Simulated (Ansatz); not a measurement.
Species: trihydroxy(methyl)silane, CH$_{6}$O$_{3}$Si, net charge 0, singlet state. SMILES: C[Si](O)(O)O
Geometry from a B3LYP-D3(BJ)/def2-TZVP (Ansatz, a first-principles code) optimisation:
```
Si
O 1 1.6421
H 2 0.9609 1 117.50
O 1 1.6430 2 109.40 3 -44.62
H 4 0.9603 1 116.73 2 134.43
O 1 1.6522 2 112.65 3 70.49
H 6 0.9599 1 118.42 2 58.92
C 1 1.8510 2 105.67 3 -166.37
H 8 1.0912 1 110.82 2 -178.04
H 8 1.0913 9 108.25 1 121.28
H 8 1.0921 9 108.23 10 116.50
```
Charge 0, spin multiplicity 1.

Wanted: atomisation energy (electronic, to ground-state atoms); the coupled-cluster value holds the core correlation from cc-pwCVTZ, in kcal/mol. Correlated levels leave the core frozen unless marked. UHF or UKS for open shells. No spin-orbit coupling. No relativistic terms. Basis-set limits of correlation are two-point, X^-3; Hartree-Fock from the larger set.

Level to compare with: CCSD(T)/CBS(aug-cc-pV(T+d)Z,aug-cc-pV(Q+d)Z) plus the core term (Ansatz), 1067.3 kcal/mol. It is a level with limits of its own, and the differences hold the functionals' basis error too.

Question: Rank these functionals by how close they come to CCSD(T)/CBS(aug-cc-pV(T+d)Z,aug-cc-pV(Q+d)Z), closest first: B3LYP/def2-TZVPD (Ansatz); wB97M-V/def2-TZVPD (Ansatz); LC-wPBE/def2-TZVPD (Ansatz); r2SCAN0/def2-TZVPD (Ansatz).

Answer: wB97M-V/def2-TZVPD (range-separated hybrid meta-GGA with VV10, 1058.6 kcal/mol, difference -8.7), LC-wPBE/def2-TZVPD (range-separated hybrid, 1049.5 kcal/mol, difference -17.8), B3LYP/def2-TZVPD (global hybrid, 1042.4 kcal/mol, difference -24.9), r2SCAN0/def2-TZVPD (hybrid meta-GGA, 1035.3 kcal/mol, difference -32.0)
